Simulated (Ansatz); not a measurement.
A structure relaxed at r2SCAN-D4/def2-TZVPD in Ansatz, charge -1, doublet:

```xyz
4

Na   -1.695   -0.785   -0.299
Na    0.432    1.342    1.262
S     0.856   -1.047    0.257
S     0.407    0.490   -1.220
```

Q: Give its formula and point group.

A: Na₂S₂⁻. Point group Cs (tolerance 0.1 Å).

Q: Summarise the bond lengths by kind (pairs closer than 1.2 times the sum of covalent radii, bridged metal pairs left out).

A: 4 × Na–S 2.62 to 2.63 Å; 1 × S–S 2.18 Å.

The highest occupied level of the charge -1 doublet lies above zero (up to 0.56 eV). The electron is either unbound and held by the finite basis, or the level is raised by self-interaction error. Another isomer (doublet) lies 0.11 eV lower at r2SCAN-D4/def2-TZVPD; other spin states weren't run for this one.
